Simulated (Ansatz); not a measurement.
Molecule: C$_{3}$H$_{2}$F$_{5}$, charge 0, multiplicity 2. It need not be the lowest isomer of its formula. 
Coordinates optimised at B3LYP-D3(BJ)/def2-TZVP (Ansatz, an electronic-structure program):
```xyz
10

F     -2.3256     0.4564     0.3389
C     -1.2784    -0.4159     0.4920
F     -1.7966    -1.6775     0.3727
C     -0.2777    -0.1868    -0.5770
C      1.0813     0.3186    -0.2662
F      1.0656     1.6333     0.0598
F      1.6254    -0.3306     0.7870
F      1.9092     0.1745    -1.3123
H     -0.8850    -0.3014     1.5023
H     -0.5695    -0.2992    -1.6109
```
Charge 0, spin multiplicity 2.

Quantity: atomisation energy (electronic, to ground-state atoms), in kJ/mol. Correlated levels leave the core frozen unless marked. Open shells are spin-unrestricted. No spin-orbit coupling. No relativistic terms. The coupled-cluster limit lacks core correlation, which all-electron functionals hold. CBS(X,Y): correlation extrapolated as X^-3; Hartree-Fock from the larger set. The bracket is a focal-point correction in the basis named.

```tsv
level	program	atomisation energy (kJ/mol)	minus last row
HF/cc-pVTZ	Ansatz	2779.6	-1246.8
HF/cc-pVQZ	Ansatz	2782.4	-1244.0
PBE0/def2-SVP	Ansatz	4157.8	131.4
PBE0-D3(BJ)/def2-TZVPD	Ansatz + dftd3	4076.0	49.6
PBE0-D4/def2-TZVP	Ansatz + dftd4	4080.2	53.8
wB97M-V/def2-TZVPD	Ansatz	4044.8	18.4
wB97X-V/def2-TZVPD	Ansatz	4048.1	21.7
CCSD(T)/6-31G*	Ansatz	3773.6	-252.8
CCSD(T)/cc-pVTZ	Ansatz	3909.6	-116.8
RI-MP2/CBS(cc-pVTZ,cc-pVQZ)+[CCSD(T)-MP2]/cc-pVTZ	Ansatz	4026.4	0.0
```
